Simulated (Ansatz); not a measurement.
## Appearance energy of a fragment ion: C7H16 → [C4H9]+ + C3H7 + e⁻

Species: C7H16 `CC(C)C(C)(C)C`, singlet; [C4H9]+ `C[C+](C)C`, singlet; C3H7 (methylethyl) `C[CH]C`, doublet. 

Shapes, held fixed at every level: PBE0-D4/def2-TZVP. Flexible molecules stand in one conformer, not always the lowest. Programs: Ansatz 0.2.0. Electronic energies: no zero-point or thermal term.

```
                level                   kind  ΔE (eV)  less CCSD(T)/CBS estimate
          HF/def2-SVP           Hartree–Fock    +8.60                      -2.09
     SPW92/def2-TZVPP                    LDA   +10.70                      +0.01
  B3LYP-D4/def2-TZVPP          global hybrid   +10.14                      -0.55
r2SCAN0-D4/def2-TZVPP          global hybrid   +10.12                      -0.57
         MP2/def2-SVP    perturbation theory   +10.71                      +0.02
     CCSD(T)/def2-SVP  coupled cluster or CI   +10.50                      -0.19
      CCSD/def2-TZVPP  coupled cluster or CI   +10.42                      -0.27
 CCSD(T)/CBS estimate  coupled cluster or CI   +10.69                       0.00
```

The highest level, CCSD(T)/CBS estimate, gives ΔE = +10.69 eV; the levels span +8.60 to +10.71. The column of differences is taken from that level and isn't an error. No measured value is set beside it here. Open shells run unrestricted unless RO is named. The CBS estimate extrapolates MP2 from def2-TZVPP and def2-QZVPP and adds CCSD(T) − MP2 in the triple-zeta set, cores frozen. The onset seen in experiment also holds zero-point changes and kinetic shifts.
